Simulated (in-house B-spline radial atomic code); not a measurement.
Atomic self-consistent-field run: Sr²⁺. Level of theory: non-relativistic r2SCAN, spin-polarised, spherical fractional occupations, point nucleus, inside a hard spherical wall at 3.42 bohr; calculated with a radial B-spline atomic code at the basis-set limit.

Command:
```bash
python run_scf.py task.json out
```
Settings:
```
Z                38
configuration    [Ar] 3d10 4s2 4p6
hamiltonian      nr
method           r2scan
spin_polarised   True
wall_radius      3.42
```

Output (hartree, bohr):
```
 radial grid: 42 intervals, B-splines of order 8, outer radius 3.42 bohr

 iter        energy (Eh)    residual
    1       -3132.608450    7.58e-02
    2       -3132.613225    1.70e-03
    3       -3132.613228    8.92e-04
    4       -3132.613229    4.52e-04
    5       -3132.613229    1.08e-05
    6       -3132.613229    1.99e-06
    7       -3132.613229    1.07e-06
    8       -3132.613229    5.31e-08

 total energy                     -3132.61323
 kinetic                            3132.3365
 electron-nucleus                  -7455.2481
 Hartree                            1293.9031
 exchange-correlation               -103.6047

 orbital      occ     eigenvalue          <r>       <r^2>       <1/r>       r_max
 1s up      1.000      -575.4987    0.0401929  0.00216313     37.4857     0.02656
 1s down    1.000      -575.4987    0.0401929  0.00216313     37.4857     0.02656
 2s up      1.000       -77.5626     0.176856   0.0368111     8.39066      0.1492
 2s down    1.000       -77.5626     0.176856   0.0368111     8.39066      0.1492
 2p up      3.000       -70.6118      0.15227   0.0282968     8.36025      0.1179
 2p down    3.000       -70.6118      0.15227   0.0282968     8.36025      0.1179
 3s up      1.000       -12.4808     0.502156    0.289209     2.83659      0.4454
 3s down    1.000       -12.4808     0.502156    0.289209     2.83659      0.4454
 3p up      3.000        -9.9114     0.502704    0.294738      2.7277       0.435
 3p down    3.000        -9.9114     0.502704    0.294738      2.7277       0.435
 3d up      5.000        -5.2891     0.497143     0.30098     2.50842      0.3777
 3d down    5.000        -5.2891     0.497143     0.30098     2.50842      0.3777
 4s up      1.000        -1.9314      1.37069     2.11289    0.967329       1.218
 4s down    1.000        -1.9314      1.37069     2.11289    0.967329       1.218
 4p up      3.000        -1.2821      1.49719     2.51582     0.86973       1.332
 4p down    3.000        -1.2821      1.49719     2.51582     0.86973       1.332
```

Time taken, with all properties: 0.16 s on 1 thread of Intel(R) Xeon(R) Platinum 8259CL CPU @ 2.50GHz, on a shared host.
